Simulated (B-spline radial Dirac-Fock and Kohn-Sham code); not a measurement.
In the model described below, an M4 (3d3/2) vacancy in the In⁺ ion, configuration [Kr] 4d10 5s1 5p1 (not the ground configuration), lives for 1.4 fs, which corresponds to a natural width of 0.456 eV. Out of 1000 such holes, about 0.28 decay by emitting a photon and the rest by ordinary Auger emission. The strongest X-ray line is Mζ2 (M4-N2) at 362.2 eV, with 84 % of the radiative rate. The strongest electron group is M4-N4N5 near 386 eV, with 30 % of the non-radiative rate.

Input of the calculation (task.json; shells as n, l, electrons):

```json
{"items": [{
  "Z": 49,
  "q": 1,
  "cfg": [[1, 0, 2], [2, 0, 2], [2, 1, 6], [3, 0, 2], [3, 1, 6], [3, 2, 10], [4, 0, 2], [4, 1, 6], [4, 2, 10], [5, 0, 1], [5, 1, 1]],
  "A": 115,
  "rrms": 4.6156,
  "do": ["binding", "quiet", "decay"],
  "holes": ["K", "L1", "L2", "L3", "M1", "M2", "M3", "M4", "M5", "N1", "N2", "N3", "N4", "N5"]
}]}
```

Command: `python xray_run.py task.json out`

These are calculated numbers from a radial atomic solver; the model is a relativistic independent-particle model: LDA orbitals of the hole state, radiative multipoles to third order, Auger rates from the Coulomb interaction with a continuum orbital, Dirac-Fock energies.
